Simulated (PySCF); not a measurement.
Positional isomers: cyclohexane boryl+boryl. All species are isolated molecules in the gas phase. One relaxed conformer stands for each flexible species; it need not be the lowest. Strings in code marks are SMILES.

The S1–T1 gap (TDA) from two functionals at the same geometries (B3LYP-D3(BJ)/def2-SVP), both in PySCF: PBE-D3(BJ)/def2-TZVP and B3LYP-D3(BJ)/def2-TZVP. B3LYP has the VWN-RPA correlation part, as in Gaussian. Excitations are Tamm–Dancoff values on a coarser integration grid. The basis has no diffuse functions, so Rydberg states are missing or too high.

| species | PBE-D3(BJ)/def2-TZVP (eV) | B3LYP-D3(BJ)/def2-TZVP (eV) |
|---|---|---|
| `B[C@H]1CC[C@@H](B)CC1` | 0.35 | 0.46 |
| `B[C@H]1CC[C@H](B)CC1` | 0.37 | 0.54 |
| `B[C@@H]1CCC[C@@H](B)C1` | 0.26 | 0.40 |
| `B[C@@H]1CCC[C@H](B)C1` | 0.27 | 0.39 |

Over these rows, drawn at random from the members with no instability flagged (it was tested for open shells, ions and some series alone), PBE minus B3LYP-D3(BJ): mean -0.13 eV, from -0.17 eV to -0.11 eV.
